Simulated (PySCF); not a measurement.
Ga(I)2(OH) (GaHI2O), SMILES [I][Ga]([I])[OH]. Coordinates come from a PBE-D3(BJ)/def2-SVP optimisation. The def2 effective core potentials stand for the cores of I; spin–orbit coupling is left out. One conformer was computed; it need not be the lowest.

Give the equilibrium geometry at PBE-D3(BJ)/def2-SVP (PySCF confirms it by a frequency run) as bond lengths and angles, and its point group. (An estimate is asked for; the answer gives what the named calculation found.)

One answer among several that fit: point group Cs.
Atoms: Ga1 I2 I3 O4 H5. Bonded distances (Å): Ga1–I2 2.501, Ga1–I3 2.482, Ga1–O4 1.795, O4–H5 0.977. Bond angles (°): I2–Ga1–I3 122.8, I2–Ga1–O4 120.7, I3–Ga1–O4 116.5, Ga1–O4–H5 111.4.
